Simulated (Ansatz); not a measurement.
H₄NO₂Sc (`[NH2][Sc]([OH])[OH]`). The species carries charge 0 and has multiplicity 1.

Z-matrix (Å, degrees):
```
N
Sc 1 1.986
H 1 1.012 2 126.2
H 1 1.012 2 126.2 3 -180.0
O 2 1.875 1 116.3 3 0.0
O 2 1.875 1 116.3 3 180.0
H 5 0.952 2 169.0 1 179.9
H 6 0.952 2 169.1 1 -179.9
```

What are the harmonic wavenumbers in cm⁻¹ at PBE0-D4/def2-TZVP (Ansatz, finite differences of forces, unscaled)? (Best estimate.)

Computed: 102, 145, 155, 228, 302, 374, 379, 382, 449, 517, 627, 700, 750, 1543, 3548, 3638, 4009, 4010.

Is this a minimum?

Yes, all 18 modes are real.

Give the ideal-gas thermochemistry at 298.15 K and 1 bar (rigid rotor, harmonic oscillator; point group C2v, symmetry number 2).

Zero-point energy 130.7 kJ/mol; H(298) − E = 153.2 kJ/mol; entropy 342.2 J/(mol·K), of which translation 165.6, rotation 103.0, vibration 73.6; G(298) − E = 51.2 kJ/mol.
